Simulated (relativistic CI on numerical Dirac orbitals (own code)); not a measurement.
## Ir¹³⁺: sensitivity of the levels to the model

Base calculation: Dirac-Coulomb-Breit CI, orbitals from a KLI potential per configuration, a model potential for QED, unscaled Slater integrals.

CI space (outside the closed core [Kr] 4d10): 4f14 5s2 5p2, 4f14 5s 5p3, 4f13 5s2 5p3, 4f14 5s2 5p 5d, 4f14 5s 5p2 5d, 4f14 5s2 5p 5f, 4f13 5s2 5p2 5d, 4f14 5s2 5p 5g, 4f14 5s2 5p 6s, 4f14 5s 5p2 5f, 4f14 5p3 5d, 4f14 5s2 5p 6p, 4f14 5s 5p2 5g, 4f14 5s 5p 5d2, 4f13 5s2 5p2 6s, 4f14 5s2 5d 6p, 4f14 5s2 5d 5f, 4f14 5p3 6s, 4f14 5s2 5p 6d, 4f14 5s 5p2 6s, 4f14 5p4, 4f13 5p5, 4f13 5p4 5d, 4f14 5s2 5d2, 4f14 5s 5d3, 4f13 5s2 5d3, 4f14 5p2 5d2, 4f13 5p3 5d2, 4f14 5p 5d3, 4f14 5p 5d2 5f, 4f13 5p2 5d3, 4f14 5s2 5f2, 4f14 5s 5d 5f2, 4f13 5s2 5d 5f2, 4f14 5s2 5d 6s, 4f14 5s 5d2 6s, 4f13 5s2 5d2 6s. Double excitations out of closed p, d and f shells are left out; levels of such configurations are missing from the list, as are those of other unlisted configurations, and high levels can miss mixing partners. Some configurations lack a partner that the ground configuration has and come out too high, among them 4f13 5s2 5p2 6s, 4f14 5s 5p2 5f, 4f14 5s 5p2 5g, 4f14 5s2 5p 5g, 4f14 5s2 5p 6s.

Variants: (1) only the first 3 configurations. Shifts of the energy above 4f14 5s2 5p2 3P_0, in cm⁻¹, for the lowest level and the first level of each name with at least 55 % of one term (blank where a level changes its place among those of its configuration and J or its character, or is not in the variant):

```
               Level    Base    Δ(1)
   4f14 5s2 5p2 3P_0       0       0
   4f14 5s2 5p2 3P_1  123593    +228
   4f14 5s2 5p2 1D_2  137707   +1248
   4f14 5s2 5p2 3P_2  272728   +2775
   4f14 5s2 5p2 1S_0  307116   +5395
   4f13 5s2 5p3 3D_1  307937  -10353
   4f13 5s2 5p3 5F_1  440361  -12019
   4f13 5s2 5p3 3H_6  440810  -12218
   4f13 5s2 5p3 1D_2  447560  -11935
   4f13 5s2 5p3 3P_1  471432  -12060
   4f13 5s2 5p3 3P_0  473343  -12046
   4f14 5s 5p3 3D°_3  547595  +14561
   4f14 5s 5p3 3P°_0  577659   +7308
4f14 5s2 5p 5d 3F°_3  635029
```

At this charge transitions that keep the count of f electrons are usually good to a few per cent. Levels and lines within the n = 5 or 6 shells can be off by up to 10 % or somewhat more, and those that change n by about 2 %, since core polarisation is missing. Levels that differ in their count of f electrons can be misplaced by several ten thousand cm⁻¹, since the correlation energy of f electrons is missing or only estimated; rates across such gaps can be off by orders of magnitude.

Ionisation energy from one configuration of each of the two ions, the ground ones as tabulated or assumed: base 294.007 eV. The NIST ASD value (theoretical) is 303 ± 15 eV.

LS names give the leading component of a level, which can be under half, so a name can repeat, a term be missing and a line seem to break the LS rules.
